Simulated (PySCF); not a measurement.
# CeF⁺: energy against distance

Set-up: Ce x2c-SVPall, F x2c-SVPall; spin-free X2C with a Gaussian nucleus (PySCF 2.14). Energies in eV from Ce⁺ (4f1 5d2) + F in their ground configurations at the same level. State: triplet, about 1.6 electrons in the 4f shell (Mulliken), real f orbitals that mix terms.

All columns are M06-2X. A positive dipole points towards F; it is taken about the centre of mass and depends on that origin.

```
R (Å)  E (eV)  μ (D)  Mulliken charge on Ce (basis-dependent)  HOMO (eV)  LUMO (eV)  Mayer bond order  ⟨S²⟩
1.723  -5.621  -2.00                                     1.06      -9.92      -6.99              1.40  2.00
1.803  -6.254  -3.16                                     1.15     -10.01      -7.00              1.33  2.00
1.883  -6.600  -4.13                                     1.22     -10.04      -6.95              1.26  2.00
1.943  -6.723  -4.68                                     1.27     -10.05      -6.91              1.20  2.00
2.003  -6.758  -5.17                                     1.32     -10.08      -6.87              1.15  2.00
2.063  -6.733  -5.63                                     1.37      -9.95      -6.49              1.09  2.00
2.143  -6.620  -6.20                                     1.40     -10.17      -6.54              1.05  2.00
2.243  -6.362  -6.89                                     1.44     -10.46      -6.63              1.00  2.00
2.364  -5.943  -7.68                                     1.47     -10.77      -6.74              0.95  2.00
2.524  -5.285  -8.67                                     1.51     -11.15      -6.88              0.90  2.00
```

A fit through these points gives, at Re = 2.005 Å, μ = -5.19 D and dμ/dR = -7.82 D/Å; the reduced mass is 16.73 u.

Q: How strong is the fundamental in the double-harmonic approximation, I = 42.26·(dμ/dR)²/μred km/mol?

A: I = 42.26·(-7.82)²/16.73 = 154 km/mol at M06-2X.

These are scalar-relativistic numbers at best; spin–orbit coupling would shift them, the dissociation energy most. For an ion De counts to the pair picked by the measured ionisation energies or electron affinities, which need not be the lowest pair at this level. With d or f electrons several states lie close, and the lowest PBE0 determinant need not be the measured ground state.
